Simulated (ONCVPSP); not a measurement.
# What the settings do to the ONCV potential of copper

Base potential:

copper, optimised norm-conserving Vanderbilt (ONCV), made with ONCVPSP 4.0.1 (LDA (Perdew-Wang 92), scalar-relativistic). Core [Ar], reference 3d9 4s2. Waves: 4s: rc 2.20 bohr, ncon 4, nbas 7, qcut 2.5 1/bohr, 2 projectors, debl 1.3 Ha; p scattering state at 0.32 Ha: rc 2.25 bohr, ncon 5, nbas 8, qcut 4.1 1/bohr, 2 projectors, debl 3.9 Ha; 3d: rc 0.90 bohr, ncon 4, nbas 9, qcut 17.4 1/bohr, 2 projectors, debl 1.1 Ha. Local part: polynomial inside 0.85 bohr (lpopt 5, dvloc0 0 Ha). Core correction: polynomial model core, fcfact 0.3.

In the p channel the program set the typed energies aside and used 0.050, 3.950 Ha.

All-electron outer shells of the reference configuration (LDA (PZ), scalar-relativistic, ld1.x):

```csv
shell,level (eV),outermost node (bohr),outermost maximum (bohr)
3p,-77.17,0.26,0.62
3d,-9.79,–,0.60
4s,-6.05,0.88,2.13
```

Cutoffs, loose and tight: the cutoffs (Ha) at which the residual kinetic energy of the hardest occupied pseudo-wave falls to 1 and 0.1 mHa per electron. They do not see the model core or the augmentation charge, which bear on the density cutoff. Test errors are all-electron minus pseudo excitation energies from the reference, over the configurations 3d10 4s1; 3d10 4s0; 3d9 4s0; 3d9 4s1. A dash means not determined; rows that change the core or the reference have their own tests.

A true bound ghost makes a file unfit for plane-wave use even where its test errors are small: the radial tests pick states by their node count and pass the ghost by.

```tsv
change	outcome	cutoff, loose	cutoff, tight	bound ghosts	GHOST(+) flags above zero	largest test error (meV)
base	generated, projector energies reset by the program	117 Ha	132 Ha	s	p	-128
d: rc 1	generated, projector energies reset by the program	107 Ha	122 Ha	s	p	-126
d: rc 1.12	generated, projector energies reset by the program	98 Ha	113 Ha	s	p	-122
d: rc 1.26	generated, projector energies reset by the program	90 Ha	105 Ha	s	p	-116
```

What comes out with this change to the base: d: rc 0.62; local potential polynomial inside 0.62 bohr (lpopt 5, dvloc0 0 Ha)?

outcome: generated, projector energies reset by the program; cutoff, loose: 231 Ha; cutoff, tight: 763 Ha; bound ghosts: s, p; GHOST(+) flags above zero: none; largest test error (meV): -136.

What comes out with this change to the base: d: rc 0.8; local potential polynomial inside 0.80 bohr (lpopt 5, dvloc0 0 Ha)?

outcome: generated, projector energies reset by the program; cutoff, loose: 127 Ha; cutoff, tight: 143 Ha; bound ghosts: s; GHOST(+) flags above zero: p; largest test error (meV): -131.

What comes out with this change to the base: d: rc 0.88?

outcome: generated, projector energies reset by the program; cutoff, loose: 118 Ha; cutoff, tight: 133 Ha; bound ghosts: s; GHOST(+) flags above zero: p; largest test error (meV): -129.

Reading the sweep of the d radius (base included, trends over the rows without a ghost): Bound ghosts are found at 0.62, 0.8, 0.88, 0.9, 1, 1.12, 1.26 bohr. Every judged row has one, so this setting neither creates nor removes them.
